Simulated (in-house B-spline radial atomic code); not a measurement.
## Ionising P⁷⁺ with different functionals

Computed with a radial B-spline atomic code at the basis-set limit: scalar-relativistic (spin-free X2C) Hamiltonian, Fermi nucleus of rms radius 3.1889 fm, spin-polarised at highest spin, spherical fractional occupations for the functionals, and exact exchange of hybrids averaged over the configuration. The ionisation energy is the difference of two self-consistent energies, [He] 2s2 2p4 → [He] 2s2 2p3, without Breit or QED terms; ε is the level of the shell that loses the electron (its least bound occupied spin orbital).

```csv
method,rung,ΔSCF (eV),-ε(2p) (eV)
PBE0,global hybrid,308.99,292.59
B3LYP,global hybrid,309.42,291.68
TPSSh,global hybrid,?,?
BHandHLYP,global hybrid,309.30,298.92
r2SCAN0,global hybrid,307.83,292.32
B97-1,global hybrid,309.03,291.66
HSE06,range-separated hybrid,309.10,292.28
wB97X,range-separated hybrid,308.69,294.09
CAM-B3LYP,range-separated hybrid,309.26,293.58
LC-wPBE,range-separated hybrid,?,?
```

What does LC-wPBE give?

ΔSCF 309.09 eV, and -ε(2p) = 292.53 eV.

What does TPSSh give?

ΔSCF 308.46 eV, and -ε(2p) = 288.80 eV.

Among the functionals, which spreads more, the ΔSCF values or the orbital energies?

The orbital energies: ΔSCF values span about 1.58 eV and the orbital energies 10.11 eV; here energy differences depend much less on the functional than eigenvalues do.

How do they compare with the NIST value?

NIST lists 309.6 eV ± 0.1 (semi-empirical, ground level to ground level). Errors run from -1.77 to -0.18 eV; B3LYP is closest (-0.18 eV), but part of that can be cancellation, since the calculations leave out spin-orbit coupling, Breit-QED terms, multiplet and fine-structure energies.
